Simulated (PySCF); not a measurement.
HIOZn (SMILES [OH][Zn][I]), singlet, at a GFN2-xTB geometry (such geometries of metal compounds can be far from the true shape) (all electrons, no relativity); CASSCF(4,4)/STO-3G (PySCF).

Here is a job for PySCF.
```python
from pyscf import gto, scf, mcscf
import numpy

mol = gto.Mole()
mol.atom = '''
    Zn    0.046364   -0.714814    1.033015
    I    -0.067998    0.812046   -0.841878
    O     0.243909   -2.351250    1.420136
    H     0.261703   -2.784048    2.267991
'''
mol.basis = 'sto-3g'
mol.charge = 0
mol.spin = 0
mol.verbose = 4
mol.build()

mf = scf.RHF(mol)
mf.kernel()
mc = mcscf.CASSCF(mf, 4, 4)
mc.fix_spin_(ss=0.0)
mc.kernel()
occ = numpy.linalg.eigvalsh(mc.fcisolver.make_rdm1(mc.ci, mc.ncas, mc.nelecas))[::-1]
ss = mc.fcisolver.spin_square(mc.ci, mc.ncas, mc.nelecas)[0]
print('natural occupations', occ.round(4), ' <S^2>', round(ss, 4))
```

### Question
Write the output that PySCF gives for this input, abridged.

### Answer

```
PySCF version 2.14.0

[INPUT] verbose = 4
[INPUT] num. atoms = 4
[INPUT] num. electrons = 92
[INPUT] charge = 0
[INPUT] spin (= nelec alpha-beta = 2S) = 0
[INPUT] symmetry False subgroup None
[INPUT] Mole.unit = angstrom
[INPUT] Symbol           X                Y                Z      unit          X                Y                Z       unit  Magmom
[...]
nuclear repulsion = 497.001018950141
number of shells = 23
number of NR pGTOs = 153
number of NR cGTOs = 51
basis = sto-3g
ecp = {}

******** <class 'pyscf.scf.hf.RHF'> ********
method = RHF
initial guess = minao
damping factor = 0
level_shift factor = 0
DIIS = <class 'pyscf.scf.diis.CDIIS'>
diis_start_cycle = 1
diis_space = 8
diis_damp = 0
SCF conv_tol = 1e-09
SCF conv_tol_grad = None
SCF max_cycles = 50
direct_scf = True
direct_scf_tol = 1e-13
Set gradient conv threshold to 3.16228e-05
Initial guess from minao.
init E= -8658.16444212959
[...]
cycle= 1 E= -8682.14157162628  delta_E=  -24  |g|= 0.623  |ddm|= 2.55
[...]
cycle= 2 E= -8682.42091633885  delta_E= -0.279  |g|= 0.375  |ddm|= 1.98
[...]
cycle= 3 E= -8682.45675934895  delta_E= -0.0358  |g|= 0.12  |ddm|= 0.472
[...]
cycle= 4 E= -8682.46826823743  delta_E= -0.0115  |g|= 0.057  |ddm|= 0.357
[...]
cycle= 5 E= -8682.47065950015  delta_E= -0.00239  |g|= 0.0164  |ddm|= 0.176
[...]
cycle= 6 E= -8682.47102368892  delta_E= -0.000364  |g|= 0.00604  |ddm|= 0.0846
[...]
cycle= 7 E= -8682.47107274077  delta_E= -4.91e-05  |g|= 0.00425  |ddm|= 0.0248
[...]
cycle= 8 E= -8682.47111043918  delta_E= -3.77e-05  |g|= 0.00357  |ddm|= 0.0181
[...]
cycle= 9 E= -8682.47116695936  delta_E= -5.65e-05  |g|= 0.00251  |ddm|= 0.0299
[...]
cycle= 10 E= -8682.47121442445  delta_E= -4.75e-05  |g|= 0.000816  |ddm|= 0.0499
[...]
cycle= 11 E= -8682.47121659774  delta_E= -2.17e-06  |g|= 0.000396  |ddm|= 0.00978
[...]
cycle= 12 E= -8682.47121685688  delta_E= -2.59e-07  |g|= 0.000347  |ddm|= 0.00169
[...]
cycle= 13 E= -8682.47121713358  delta_E= -2.77e-07  |g|= 0.000316  |ddm|= 0.00131
[...]
cycle= 14 E= -8682.47121809922  delta_E= -9.66e-07  |g|= 0.000175  |ddm|= 0.00626
[...]
cycle= 15 E= -8682.47121843497  delta_E= -3.36e-07  |g|= 5.26e-05  |ddm|= 0.00526
[...]
cycle= 16 E= -8682.47121845059  delta_E= -1.56e-08  |g|= 2.33e-05  |ddm|= 0.00111
[...]
cycle= 17 E= -8682.47121845157  delta_E= -9.79e-10  |g|= 3.89e-06  |ddm|= 0.000282
[...]
Extra cycle  E= -8682.47121845162  delta_E= -5.46e-11  |g|= 1.75e-06  |ddm|= 7.96e-06
converged SCF energy = -8682.47121845162

[...]
CASCI E = -8682.47795008777  S^2 = 0.0000000
[...]
               |grad[o]|=0.0129  |grad[c]|=0.0367  |ddm|=0.174  |maxRot[o]|=0.126
macro iter  40 ( 21 JK    4 micro), CASSCF E = -8682.55248640532  dE = -4.28796528e-04  S^2 = 0.0000000
               |grad[o]|=0.0174  |grad[c]|=0.014  |ddm|=0.0121  |maxRot[o]|=0.0731
macro iter  41 ( 21 JK    4 micro), CASSCF E = -8682.55228224037  dE =  2.04164951e-04  S^2 = 0.0000000
               |grad[o]|=0.0207  |grad[c]|=0.0258  |ddm|=0.261  |maxRot[o]|=0.074
macro iter  42 ( 21 JK    4 micro), CASSCF E = -8682.55329599085  dE = -1.01375048e-03  S^2 = 0.0000000
               |grad[o]|=0.0315  |grad[c]|=0.00367  |ddm|=0.0315  |maxRot[o]|=0.0861
macro iter  43 ( 21 JK    4 micro), CASSCF E = -8682.55426535465  dE = -9.69363799e-04  S^2 = 0.0000000
               |grad[o]|=0.0342  |grad[c]|=0.00666  |ddm|=0.0148  |maxRot[o]|=0.0832
macro iter  44 ( 12 JK    3 micro), CASSCF E = -8682.55537612844  dE = -1.11077379e-03  S^2 = 0.0000000
               |grad[o]|=0.0376  |grad[c]|=0.00183  |ddm|=0.102  |maxRot[o]|=0.0274
macro iter  45 ( 21 JK    4 micro), CASSCF E = -8682.55660454945  dE = -1.22842102e-03  S^2 = 0.0000000
               |grad[o]|=0.0345  |grad[c]|=0.0228  |ddm|=0.504  |maxRot[o]|=0.068
macro iter  46 ( 11 JK    3 micro), CASSCF E = -8682.55830853536  dE = -1.70398591e-03  S^2 = 0.0000000
               |grad[o]|=0.0442  |grad[c]|=0.00249  |ddm|=0.132  |maxRot[o]|=0.0647
macro iter  47 ( 21 JK    4 micro), CASSCF E = -8682.55950606315  dE = -1.19752778e-03  S^2 = 0.0000000
               |grad[o]|=0.0328  |grad[c]|=0.0397  |ddm|=0.0514  |maxRot[o]|= 0.16
macro iter  48 ( 21 JK    4 micro), CASSCF E = -8682.56281838544  dE = -3.31232229e-03  S^2 = 0.0000000
               |grad[o]|=0.0406  |grad[c]|=0.0133  |ddm|=0.099  |maxRot[o]|=0.188
macro iter  49 ( 17 JK    4 micro), CASSCF E = -8682.56596138031  dE = -3.14299487e-03  S^2 = 0.0000000
               |grad[o]|=0.0513  |grad[c]|=0.0177  |ddm|= 0.43  |maxRot[o]|=0.096
macro iter  50 ( 17 JK    4 micro), CASSCF E = -8682.56954120603  dE = -3.57982572e-03  S^2 = 0.0000000
               |grad[o]|=0.0426  |grad[c]|=0.0159  |ddm|=0.159  |maxRot[o]|=0.117
1-step CASSCF not converged,  50 macro (949 JK 191 micro) steps
CASSCF canonicalization
Density matrix diagonal elements [1.25858221 1.30906755 0.66031353 0.77203671]
CASSCF energy = -8682.56954120603
CASCI E = -8682.56954120603  E(CI) = -5.67909282101573  S^2 = 0.0000000
natural occupations [1.667  1.1394 0.8615 0.3322]  <S^2> 0.0
```

The run did not converge; its last values are not results.
